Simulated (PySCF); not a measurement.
CHClF2, SMILES FC(F)Cl.

Geometry: PBE0-D3(BJ)/def2-SVP.

Level of theory: PBE/def2-TZVPD run with PySCF.

Symmetry labels are those of the subgroup Cs that the program uses (full group Cs).

Computed valence orbital energies around the gap with their symmetry:
```json
[
 {"orbital": "HOMO−7", "symmetry": "A\"", "energy (eV)": "-14.61"},
 {"orbital": "HOMO−6", "symmetry": "A'", "energy (eV)": "-13.60"},
 {"orbital": "HOMO−5", "symmetry": "A\"", "energy (eV)": "-10.98"},
 {"orbital": "HOMO−4", "symmetry": "A'", "energy (eV)": "-10.85"},
 {"orbital": "HOMO−3", "symmetry": "A\"", "energy (eV)": "-10.40"},
 {"orbital": "HOMO−2", "symmetry": "A'", "energy (eV)": "-9.16"},
 {"orbital": "HOMO−1", "symmetry": "A\"", "energy (eV)": "-8.17"},
 {"orbital": "HOMO", "symmetry": "A'", "energy (eV)": "-8.14"},
 {"orbital": "LUMO", "symmetry": "A'", "energy (eV)": "-1.02"},
 {"orbital": "LUMO+1", "symmetry": "A'", "energy (eV)": "-0.19"},
 {"orbital": "LUMO+2", "symmetry": "A\"", "energy (eV)": "0.65"},
 {"orbital": "LUMO+3", "symmetry": "A'", "energy (eV)": "0.65"}
]
```
